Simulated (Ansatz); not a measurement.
# What each rung costs, and what it gives

The pair of SiH₄ (SMILES [SiH4], atoms 1–5) and SO₂ (SMILES O=S=O, atoms 6–8), both closed shells, in one local arrangement (a lower one may exist), relaxed at PBE0-D4/def2-TZVP:

```
8
angstrom
Si -0.1430 0.0105 -1.3863
H -1.0454 0.8855 -0.5980
H -0.6441 -1.3858 -1.3612
H 1.2296 0.0640 -0.8248
H -0.1095 0.4899 -2.7933
O -0.2052 -1.0868 1.8233
S 0.2619 -0.1400 2.7908
O 0.6557 1.1627 2.3497
```

Interaction energies are counterpoise-corrected; the time is that of the whole pair.

Computed with Ansatz 0.2.0 (basis: as named in each row); correlated methods freeze the cores. B3LYP uses VWN-RPA correlation. Extrapolation: Hartree–Fock as exp(−7.88 √X), correlation as X^−2.97.

Times are rough, for one single point on 4 threads of a shared host (Arm Neoverse V1).

The estimate by CCSD(T) at an estimated basis limit (MP2 extrapolated from triple and quadruple zeta, plus CCSD(T) − MP2 in triple zeta) is -5.0 kJ/mol.

```json
{"method": "HF", "basis": "STO-3G", "time (s)": "under 1", "interaction energy (kJ/mol)": "1.1", "method less estimate": "6.1"}
{"method": "PBE-D4", "basis": "STO-3G", "time (s)": "under 1", "interaction energy (kJ/mol)": "-3.8", "method less estimate": "1.2"}
{"method": "SPW92", "basis": "def2-SVP", "time (s)": "under 1", "interaction energy (kJ/mol)": "-6.9", "method less estimate": "-1.9"}
{"method": "PBE-D4", "basis": "def2-SVP", "time (s)": "under 1", "interaction energy (kJ/mol)": "-5.5", "method less estimate": "-0.5"}
{"method": "B3LYP-D4", "basis": "6-31G", "time (s)": "under 1", "interaction energy (kJ/mol)": "-4.0", "method less estimate": "1.0"}
{"method": "PBE0-D4", "basis": "def2-SVP", "time (s)": "under 1", "interaction energy (kJ/mol)": "-5.6", "method less estimate": "-0.6"}
{"method": "CCSD(T)", "basis": "def2-SVP", "time (s)": "2", "interaction energy (kJ/mol)": "-1.1", "method less estimate": "3.9"}
{"method": "PBE-D4", "basis": "def2-TZVPPD", "time (s)": "2", "interaction energy (kJ/mol)": "-5.3", "method less estimate": "-0.3"}
{"method": "revPBE-D4", "basis": "def2-TZVPPD", "time (s)": "2", "interaction energy (kJ/mol)": "-3.5", "method less estimate": "1.5"}
{"method": "BLYP-D4", "basis": "def2-TZVPPD", "time (s)": "2", "interaction energy (kJ/mol)": "-4.0", "method less estimate": "1.0"}
{"method": "B3LYP-D4", "basis": "def2-TZVPPD", "time (s)": "3", "interaction energy (kJ/mol)": "-5.0", "method less estimate": "0.0"}
{"method": "HSE06-D4", "basis": "def2-TZVPPD", "time (s)": "3", "interaction energy (kJ/mol)": "-5.2", "method less estimate": "-0.2"}
{"method": "PBE0-D4", "basis": "def2-TZVPPD", "time (s)": "3", "interaction energy (kJ/mol)": "-5.2", "method less estimate": "-0.2"}
{"method": "wB97M-V", "basis": "def2-SVP", "time (s)": "3", "interaction energy (kJ/mol)": "-5.3", "method less estimate": "-0.3"}
{"method": "r2SCAN-D4", "basis": "def2-TZVPPD", "time (s)": "4", "interaction energy (kJ/mol)": "-5.0", "method less estimate": "0.0"}
{"method": "B2PLYP", "basis": "def2-TZVPPD", "time (s)": "6", "interaction energy (kJ/mol)": "-0.8", "method less estimate": "4.2"}
{"method": "B97M-V", "basis": "def2-TZVPPD", "time (s)": "7", "interaction energy (kJ/mol)": "-5.2", "method less estimate": "-0.2"}
{"method": "wB97X-V", "basis": "def2-TZVPPD", "time (s)": "7", "interaction energy (kJ/mol)": "-5.3", "method less estimate": "-0.3"}
{"method": "wB97M-V", "basis": "def2-TZVPPD", "time (s)": "8", "interaction energy (kJ/mol)": "-5.1", "method less estimate": "-0.1"}
{"method": "MP2", "basis": "def2-QZVPPD", "time (s)": "17", "interaction energy (kJ/mol)": "-4.7", "method less estimate": "0.3"}
{"method": "CCSD(T)", "basis": "def2-TZVPPD", "time (s)": "100", "interaction energy (kJ/mol)": "-4.2", "method less estimate": "0.8"}
```

The T1 diagnostic stays at or below 0.022. The restricted Hartree–Fock reference is unstable towards an unrestricted one at one or more of these structures.
